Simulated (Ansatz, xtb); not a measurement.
C4H11In: 6 structures ranked

6 gas-phase structures of C4H11In, from a drawn sample of its isomers (lower ones may exist). Each was relaxed with GFN2-xTB; where two conformers were screened, the lower at r2SCAN-D4/def2-SVP is listed:

A. `[CH3][InH][CH](C)C`, a singlet
B. `CC[CH2][InH][CH3]`, a singlet
C. `C[C](C)(C)[InH2]`, a singlet
D. `CC[C@H](C)[InH2]`, a singlet
E. `CC(C)[CH2][InH2]`, a singlet
F. `CCC[CH2][InH2]`, a singlet

**Question.** Make a reasoned guess at their ranking by r2SCAN-D4/def2-SVP single-point energy.

**Answer.** Calculated order at r2SCAN-D4/def2-SVP: B (0.0), E (1.6), F (3.0), A (3.1), D (5.0), C (5.0) kcal/mol. Less than 1 kcal/mol parts F and A; D and C, so the order within those pairs means little.

Energies above the lowest of each column, in kcal/mol; the last columns are at PBE0-D4/def2-SVP geometries and were run for some of them only (a dash: not run or not comparable):

```json
{"structure": "B", "GFN2-xTB": "10.3", "HF/STO-3G": "0.0", "r2SCAN-D4/def2-SVP": "0.0", "PBE0-D4/def2-SVP": "0.0", "CCSD(T)/def2-SVP + ΔMP2/def2-TZVPP": "0.0"}
{"structure": "E", "GFN2-xTB": "0.0", "HF/STO-3G": "6.7", "r2SCAN-D4/def2-SVP": "1.6", "PBE0-D4/def2-SVP": "1.1", "CCSD(T)/def2-SVP + ΔMP2/def2-TZVPP": "3.8"}
{"structure": "F", "GFN2-xTB": "3.2", "HF/STO-3G": "7.1", "r2SCAN-D4/def2-SVP": "3.0", "PBE0-D4/def2-SVP": "–", "CCSD(T)/def2-SVP + ΔMP2/def2-TZVPP": "–"}
{"structure": "A", "GFN2-xTB": "12.2", "HF/STO-3G": "5.1", "r2SCAN-D4/def2-SVP": "3.1", "PBE0-D4/def2-SVP": "–", "CCSD(T)/def2-SVP + ΔMP2/def2-TZVPP": "–"}
{"structure": "D", "GFN2-xTB": "4.1", "HF/STO-3G": "11.4", "r2SCAN-D4/def2-SVP": "5.0", "PBE0-D4/def2-SVP": "–", "CCSD(T)/def2-SVP + ΔMP2/def2-TZVPP": "–"}
{"structure": "C", "GFN2-xTB": "2.9", "HF/STO-3G": "14.8", "r2SCAN-D4/def2-SVP": "5.0", "PBE0-D4/def2-SVP": "–", "CCSD(T)/def2-SVP + ΔMP2/def2-TZVPP": "–"}
```

CCSD(T)/def2-SVP + ΔMP2/def2-TZVPP puts B lowest of those it was run on; GFN2-xTB picks E. Some further structures that were screened fall inside this span and aren't listed. Flexible structures stand in one conformer each, not always the lowest. Frequencies (GFN2-xTB) were run for B, E alone. The ΔMP2 step shifts differences by up to 3.2 kcal/mol, which makes them less sure. Atoms past krypton carry core potentials in the def2 sets, without spin–orbit terms. ΔMP2 is the change of the MP2 energy from the smaller to the larger basis.

Over these structures GFN2-xTB departs from r2SCAN-D4/def2-SVP by 4.8 kcal/mol on average once a common shift is removed. A GFN2-xTB relaxation took about 0.2 s and the r2SCAN-D4/def2-SVP energy about 3.8 s on a shared host (Ansatz 0.2.0, xtb 6.7.1).
